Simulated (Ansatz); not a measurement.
Input (FCI/aug-cc-pVDZ; Ansatz, a program for electronic structure):

Ansatz 0.2 input:
```yaml
crystal:
  periodic: [false, false, false]
  atoms:
    - {symbol: C, position_ang: [0.00000000, 0.00000000, 0.00000000]}
basis:
  gaussian:
    orbitals: aug-cc-pVDZ
total_charge: -1
magnetization: {spin_polarized: true, initial_magnetization: 3}
correlation: {method: fci, electrons: outside_noble_gas}
scf: {lower_state_search: full}
```

Output:

```
Functional definition: HF
integrals: 0.00 GiB planned
177 factors; integrals over basis functions are off by at most 3.4e-8 eV
mean field: 0.05 GiB planned
mean field evaluation 1: about -1025.0188 eV, gradient 9.3e0 eV
mean field evaluation 2: about -1025.0186 eV, gradient 9.3e0 eV
mean field evaluation 4: about -1025.9897 eV, gradient 1.1e0 eV
mean field evaluation 8: about -1026.0040 eV, gradient 1.1e-3 eV
mean field evaluation 16: about -1022.5931 eV, gradient 1.7e-1 eV
mean field evaluation 32: about -1026.0911 eV, gradient 4.4e-1 eV
mean field -1026.00395823 eV, -37.7049500145 hartree, gradient 4.9e-6 eV, S^2 3.756572; 4 other end points of the search recorded, 0 dependent functions left out
mean field evaluation 64: about -1025.9620 eV, gradient 6.5e-1 eV
1 core orbitals not correlated
reference -1025.96203531 eV, -37.7034093756 hartree; 4, 1 occupied and 18, 21 virtual orbitals, 177 factors
configuration interaction: 0.17 GiB planned
state -1028.80092470 eV, -37.8077366363 hartree
Total energy: -1028.80092470 eV, -37.8077366363 hartree
```
